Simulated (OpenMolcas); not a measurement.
# Computed transition rates of Mo4+

- Program: OpenMolcas 26.06
- Method: SS-CASPT2, IPEA 0.25 Eh, imaginary shift 0.1 Eh (closed shells correlated: 4s 4p)
- Basis: ANO-RCC-VTZP [7s6p4d2f1g]
- Scalar Hamiltonian: DKH2, point nucleus
- Active space: 2 electrons in 10 orbitals (4d 5d)
- State averaging: 2S+1 = 3 even, 10 roots; 2S+1 = 1 even, 15 roots
- Spin-orbit coupling: state interaction with AMFI integrals over the reference wave functions, term energies averaged over their components

Rates come from the transition moments of the reference wave functions (E1 and E2 in the length form). At fixed line strength A goes as λ^-3 for E1 and M1 and as λ^-5 for E2, so a rate at the computed wavelength can be rescaled to the measured one. Measured vacuum wavelengths follow from level energies in Sugar and Musgrove, J. Phys. Chem. Ref. Data 17, 155 (1988). Branching counts decays inside the model space alone, at computed energies, and the table is only a selection of the E2 and M1 lines, drawn from those between levels with measured partners whose computed energy lies within a factor of 1.5 of the measured one.

| Upper | Lower | Type | λ computed (nm) | λ measured (nm) | A computed (s-1) | A rescaled (s-1) | Branching % |
| --- | --- | --- | --- | --- | --- | --- | --- |
| 4d² ¹S₀ | 4d² ¹D₂ | E2 | 354 | 363 | 1.47e+01 | 1.30e+01 | 64.0 |
| 4d² ¹S₀ | 4d² ³P₁ | M1 | 384.7 | 385.6 | 6.14e+00 |  | 26.8 |
| 4d² ¹S₀ | 4d² ³P₂ | E2 | 406.7 | 411 | 1.56e+00 |  | 6.8 |
| 4d² ¹S₀ | 4d² ³F₂ | E2 | 260.3 | 265 | 5.58e-01 |  | 2.4 |
| 4d² ¹D₂ | 4d² ³F₃ | M1 | 1157 | 1161 | 3.77e-01 |  | 52.6 |
| 4d² ¹G₄ | 4d² ³F₄ | M1 | 723.4 | 769.4 | 3.70e-01 |  | 53.5 |
| 4d² ¹D₂ | 4d² ³F₂ | M1 | 983 | 981.3 | 3.37e-01 |  | 47.1 |
| 4d² ¹G₄ | 4d² ³F₃ | M1 | 642.6 | 676.8 | 3.18e-01 |  | 46.0 |
| 4d² ³P₂ | 4d² ¹D₂ | M1 | 2730 | 3108 | 2.46e-01 |  | 54.9 |
| 4d² ³F₄ | 4d² ³F₃ | M1 | 5750 | 5620 | 1.06e-01 | 1.14e-01 | 100.0 |
| 4d² ³P₂ | 4d² ³F₃ | M1 | 812.7 | 845.3 | 9.62e-02 |  | 21.5 |
| 4d² ³F₃ | 4d² ³F₂ | M1 | 6530 | 6338 | 9.11e-02 | 9.96e-02 | 100.0 |
| 4d² ³P₀ | 4d² ³F₂ | E2 | 846.2 | 895.9 | 9.11e-02 | 6.85e-02 | 100.0 |
| 4d² ³P₁ | 4d² ³F₃ | E2 | 917.3 | 977.6 | 3.92e-02 | 2.85e-02 | 31.9 |
| 4d² ³P₁ | 4d² ¹D₂ | M1 | 4425 | 6186 | 3.66e-02 |  | 29.8 |
| 4d² ³P₁ | 4d² ³F₂ | E2 | 804.3 | 847 | 3.58e-02 | 2.76e-02 | 29.2 |
| 4d² ³P₂ | 4d² ³P₁ | M1 | 7128 | 6245 | 3.21e-02 | 4.77e-02 | 7.2 |
| 4d² ³P₂ | 4d² ³F₄ | E2 | 946.5 | 994.9 | 3.19e-02 | 2.49e-02 | 7.1 |
| 4d² ³P₂ | 4d² ³F₃ | E2 | 812.7 | 845.3 | 1.91e-02 | 1.57e-02 | 4.3 |
| 4d² ³P₂ | 4d² ³F₂ | M1 | 722.8 | 745.8 | 1.87e-02 |  | 4.2 |
| 4d² ³P₁ | 4d² ³F₂ | M1 | 804.3 | 847 | 7.03e-03 |  | 5.7 |
| 4d² ³P₁ | 4d² ³P₀ | M1 | 16270 | 15500 | 4.16e-03 | 4.81e-03 | 3.4 |
| 4d² ³P₂ | 4d² ³F₂ | E2 | 722.8 | 745.8 | 3.53e-03 | 3.02e-03 | 0.8 |

Spin-changing lines and M1 lines between different terms are not rescaled, since their strength hangs on the term gaps too.

The largest correction is for 4d² ³P₂ → 4d² ³P₁ (M1): 3.21e-02 × (7128 / 6245)^3 = 4.77e-02 s-1, a factor of 1.49.

The computed rate and branching of 4d² ³F₃ → 4d² ³F₂ give the upper level a radiative lifetime of 1.000 / 9.11e-02 s-1 = 1.10e+01 s, counting decays inside the model space alone. The rescaled rate gives about 1.0e+01 s.

These are rates of the free ion; in crystals, glasses and complexes forced electric-dipole and non-radiative decay shorten such lifetimes by orders of magnitude. No measured rate stands beside these. Rescaling mends the energy factor alone: line strengths can still be far off where a level mixes with configurations outside the active space, and weak or spin-changing lines hang on small mixing coefficients that depend on the term gaps too, so rescaling need not improve them.

CASPT2 breaks the degeneracy within a term, and the mean is taken; among the terms shown or strongly mixed into the levels shown the widest spread is 810 cm-1 (4d² ¹G). Active for correlation alone: 5d; no level in the range computed is led by a configuration that fills it, so any true level of that kind is missing. Measured partners are found by configuration, term and J. A level has none where our copy of the source lacks it or the pairing is in doubt (some pairs that miss far off the trend of their configuration count as doubtful). Levels of configurations outside the active space are missing.
